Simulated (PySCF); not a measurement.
```xyz
21

B      3.6433     0.3143    -0.4333
C      2.1109     0.1080    -0.2459
C      1.5429    -1.1981    -0.0951
C      0.1668    -1.4045     0.0741
B     -0.3527    -2.8562     0.2277
C     -0.6623    -0.2202     0.0896
C     -2.0752    -0.2437     0.2516
C     -2.8104     0.9347     0.2569
C     -2.1731     2.1968     0.1008
C     -0.8007     2.2617    -0.0594
C     -0.0130     1.0672    -0.0694
N      1.3276     1.2078    -0.2305
H      4.3820    -0.6537    -0.4519
H      4.0923     1.4341    -0.5588
H      2.2186    -2.0677    -0.1140
H     -1.5280    -3.1254     0.3796
H      0.4540    -3.7659     0.1966
H     -2.5801    -1.2119     0.3731
H     -3.9031     0.8926     0.3839
H     -2.7764     3.1171     0.1081
H     -0.2636     3.2130    -0.1836
```

Charge 0, multiplicity 1.

Task: Give the Mulliken and meta-Löwdin atomic charges from PBE-D3(BJ)/def2-TZVP // PBE-D3(BJ)/def2-SVP (PySCF).

Result: 
```
atom  Mulliken (e)  meta-Löwdin (e)
----  ------------  ---------------
B1           -0.08            -0.04
C2            0.11             0.02
C3           -0.20            -0.07
C4            0.06            -0.07
B5           -0.05            -0.05
C6            0.05             0.02
C7           -0.21            -0.12
C8           -0.08            -0.10
C9           -0.06            -0.11
C10          -0.20            -0.11
C11           0.11             0.10
N12          -0.09            -0.19
H13           0.01             0.01
H14           0.03             0.03
H15           0.13             0.13
H16           0.00             0.01
H17           0.01             0.02
H18           0.12             0.13
H19           0.12             0.13
H20           0.11             0.13
H21           0.11             0.14
```
